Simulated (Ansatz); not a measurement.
B(NH3)Et3 (C6H18BN). Charge 0, multiplicity 1. Geometry PBE-D4/def2-SVP, basis def2-TZVP, Ansatz.

```xyz
26

B    -0.0297   -0.0509    0.0826
N     0.4598    0.7810   -1.2820
H     0.7087    0.1287   -2.0404
H     1.2848    1.3650   -1.0797
H    -0.2914    1.3979   -1.6253
C    -0.6360    1.0961    1.0800
C    -1.8863    1.8436    0.5957
H     0.1490    1.8451    1.3422
H    -0.8716    0.5959    2.0472
H    -2.2268    2.6315    1.3011
H    -1.7244    2.3654   -0.3786
H    -2.7436    1.1566    0.4372
C     1.3292   -0.7632    0.6514
C     2.4480    0.1695    1.1363
H     1.7525   -1.4659   -0.1057
H     1.0232   -1.4223    1.4959
H     3.3556   -0.3741    1.4754
H     2.7994    0.8693    0.3396
H     2.1167    0.8083    1.9815
C    -1.1525   -1.1148   -0.4515
C    -0.6704   -2.1961   -1.4287
H    -2.0175   -0.5786   -0.9098
H    -1.5835   -1.6125    0.4472
H    -1.4856   -2.8643   -1.7800
H    -0.2168   -1.7668   -2.3547
H     0.1092   -2.8442   -0.9769
```

```csv
run,HOMO (eV),LUMO (eV)
A,-5.65,-0.83
B,-5.74,-0.82
C,-8.40,0.83
D,-9.69,2.20
E,-5.97,-0.22
F,-7.01,0.04
```

LC-ωPBE has ω = 0.4 bohr⁻¹.

**Question.** The runs used BLYP, CAM-B3LYP, LC-ωPBE, PBE, PBE0, r2SCAN. Estimate which is which.

**Answer.** A BLYP (0 % exact exchange); B PBE (0 % exact exchange); C CAM-B3LYP (range-separated); D LC-ωPBE (range-separated); E r2SCAN (0 % exact exchange); F PBE0 (25 % exact exchange). Exact exchange lowers occupied and raises empty levels; among semilocal functionals meta-GGAs tend to open the gap a little, and such runs are hard to tell apart. The gap grows from 4.82 eV (BLYP) to 11.89 eV (LC-ωPBE).
